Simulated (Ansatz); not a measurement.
YAl₆⁻, relaxed as a singlet with RKS r2SCAN-D4/def2-SVPD in Ansatz, starting from the GFN1-xTB geometry. Force threshold 0.02 eV/Å.

In the def2 sets Y takes a core potential; there is no spin–orbit coupling. The relaxation made no stability test and no search for a lower SCF solution. No other spin state of charge -1 was run. The structure comes from a short search, and lower isomers may exist.

Start:

| atom | x (Å) | y (Å) | z (Å) |
| --- | --- | --- | --- |
| Y1 | 0.002 | -0.011 | -0.042 |
| Al2 | -0.688 | 0.319 | 0.118 |
| Al3 | -0.806 | 0.632 | 1.187 |
| Al4 | 0.691 | 1.718 | -0.403 |
| Al5 | 1.596 | -0.559 | 0.457 |
| Al6 | -0.742 | -1.688 | 0.436 |
| Al7 | -0.053 | -0.410 | -1.754 |

(1) Estimate the energy that the relaxation releases and the steps that it takes.

(2) Does the start keep its bonding and symmetry?

(3) Predict the relaxed structure.

Answers

(1) 331.85 eV, in 32 steps; 5.1 min on 4 threads of Arm Neoverse V2 on a shared host. No frequencies were taken in this run, so the end may be a saddle point.

(2) Bonds lost: Y1–Al2, Y1–Al3, Al2–Al5, Al5–Al7 (atoms count from 1). The end is the same structure that another start reached, the lowest one found. Point group Cs at the start, C2v at the end, both within 0.05 Å; within 0.015 Å the end is C2.

(3) 
```xyz
7

Y     1.6975   -0.9892   -1.1478
Al   -1.9794    0.7828   -0.1991
Al   -0.5811    0.7096    1.9303
Al    0.5849    1.4761   -0.3472
Al    1.7305   -0.3001    1.6102
Al   -0.6300   -1.4493    0.3772
Al   -0.8224   -0.2300   -2.2237
```
Bond lengths (bridged metal pairs left out): 11 × Al–Al 2.54 to 2.90 Å; 4 × Al–Y 2.82 to 2.84 Å.
